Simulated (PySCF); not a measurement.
Electron correlation in Kr²⁺ (krypton, charge +2)

[Ar] 3d10 4s2 4p4, high-spin 3P determinant. All numbers are calculated (PySCF 2.14, scalar relativity through the core potential, in cc-pVTZ-PP with ECP10MDF (5s4p3d1f, 39 functions)). Frozen: 3s2 3p6 3d10; 6 electrons correlated.

MP2 pair energies summed by pair of shells (mhartree):

```tsv
pair	energy	share (%)
4s-4p	-50.40	46.3
4p-4p	-50.31	46.2
4s-4s	-8.26	7.6
```

Total MP2 correlation energy: -108.96 mhartree.

Same-spin part -24.52 and opposite-spin part -84.44 mhartree; SCS-MP2 scales them by 1/3 and 6/5 to -109.51 mhartree.

```
  level  correlation energy (mhartree)
   CCSD                        -128.66
    (T)                          -2.99
CCSD(T)                        -131.65
```

Diagnostics: T1 = 0.0063, D1 = 0.0203, largest double amplitude 0.047.

Cost of the coupled-cluster step: 0.41 s of wall time on 1 thread of Neoverse-V1 (shared host), for 6 correlated electrons.

Iterations:

```
CC2 = 0
CCSD nocc = (np.int64(4), np.int64(2)), nmo = (30, 30)
frozen orbitals [[0, 1, 2, 3, 4, 5, 6, 7, 8], [0, 1, 2, 3, 4, 5, 6, 7, 8]]
max_cycle = 100
direct = 0
conv_tol = 1e-08
conv_tol_normt = 1e-06
diis_space = 8
diis_start_cycle = 0
Init t2, MP2 energy = -0.108963113156905
Init E_corr(UCCSD) = -0.108963113164765
cycle = 1  E_corr(UCCSD) = -0.124369138761896  dE = -0.0154060256  norm(t1,t2) = 0.034576
cycle = 2  E_corr(UCCSD) = -0.127464274421123  dE = -0.00309513566  norm(t1,t2) = 0.0102834
cycle = 3  E_corr(UCCSD) = -0.128696023694794  dE = -0.00123174927  norm(t1,t2) = 0.00371005
cycle = 4  E_corr(UCCSD) = -0.128659223259073  dE = 3.68004357e-05  norm(t1,t2) = 0.000370913
cycle = 5  E_corr(UCCSD) = -0.128660062753992  dE = -8.39494919e-07  norm(t1,t2) = 4.58691e-05
cycle = 6  E_corr(UCCSD) = -0.128660089074965  dE = -2.63209735e-08  norm(t1,t2) = 7.23485e-06
cycle = 7  E_corr(UCCSD) = -0.128660157776002  dE = -6.87010368e-08  norm(t1,t2) = 1.21465e-06
cycle = 8  E_corr(UCCSD) = -0.128660142824799  dE = 1.49512028e-08  norm(t1,t2) = 3.02791e-07
cycle = 9  E_corr(UCCSD) = -0.128660142376199  dE = 4.48600407e-10  norm(t1,t2) = 5.87082e-08
UCCSD converged
E(UCCSD) = -460.9902046161336  E_corr = -0.1286601423761987
UCCSD(T) correction = -0.00298634964287952
```
